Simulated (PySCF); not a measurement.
## Correlation energy of Sr (strontium, neutral)

[Kr] 5s1 5p1, high-spin 3P determinant (an excited configuration). All numbers are calculated (PySCF 2.14, the spin-free X2C one-electron Hamiltonian (Gaussian nucleus), in aug-cc-pwCVTZ-X2C with one added diffuse shell each of s, p, d, f type (11s10p8d4f, 109 functions)). Frozen: [Ar] 3d10; 10 electrons correlated.

| level | correlation energy (mhartree) |
| --- | --- |
| CCSD | -212.56 |
| (T) | -5.82 |
| CCSD(T) | -218.38 |

Diagnostics: T1 = 0.017, D1 = 0.0740, largest double amplitude 0.041.

Cost of the coupled-cluster step: roughly 70 core-seconds, for 10 correlated electrons.

Iterations:

```
CC2 = 0
CCSD nocc = (np.int64(6), np.int64(4)), nmo = (95, 95)
frozen orbitals [[0, 1, 2, 3, 4, 5, 6, 7, 8, 9, 10, 11, 12, 13], [0, 1, 2, 3, 4, 5, 6, 7, 8, 9, 10, 11, 12, 13]]
max_cycle = 100
direct = 0
conv_tol = 1e-08
conv_tol_normt = 1e-06
diis_space = 8
diis_start_cycle = 0
Init t2, MP2 energy = -0.19656409127417
Init E_corr(UCCSD) = -0.1965640912747
cycle = 1  E_corr(UCCSD) = -0.20840951126768  dE = -0.01184542  norm(t1,t2) = 0.0475756
cycle = 2  E_corr(UCCSD) = -0.211248452934507  dE = -0.00283894167  norm(t1,t2) = 0.0215548
cycle = 3  E_corr(UCCSD) = -0.212765495455966  dE = -0.00151704252  norm(t1,t2) = 0.0129378
cycle = 4  E_corr(UCCSD) = -0.212467928980591  dE = 0.000297566475  norm(t1,t2) = 0.00424307
cycle = 5  E_corr(UCCSD) = -0.212500874409126  dE = -3.29454285e-05  norm(t1,t2) = 0.00195851
cycle = 6  E_corr(UCCSD) = -0.212563430728465  dE = -6.25563193e-05  norm(t1,t2) = 0.00050682
cycle = 7  E_corr(UCCSD) = -0.212556657579595  dE = 6.77314887e-06  norm(t1,t2) = 0.000146388
cycle = 8  E_corr(UCCSD) = -0.21255615048484  dE = 5.07094755e-07  norm(t1,t2) = 6.13678e-05
cycle = 9  E_corr(UCCSD) = -0.212556570605136  dE = -4.20120296e-07  norm(t1,t2) = 2.43967e-05
cycle = 10  E_corr(UCCSD) = -0.212556536332884  dE = 3.42722526e-08  norm(t1,t2) = 9.64578e-06
cycle = 11  E_corr(UCCSD) = -0.212556429278467  dE = 1.07054417e-07  norm(t1,t2) = 3.41446e-06
cycle = 12  E_corr(UCCSD) = -0.212556452350871  dE = -2.30724044e-08  norm(t1,t2) = 8.7005e-07
cycle = 13  E_corr(UCCSD) = -0.21255645486075  dE = -2.50987842e-09  norm(t1,t2) = 3.35165e-07
UCCSD converged
E(UCCSD) = -3177.530472801512  E_corr = -0.2125564548607498
UCCSD(T) correction = -0.00582152200643531
```
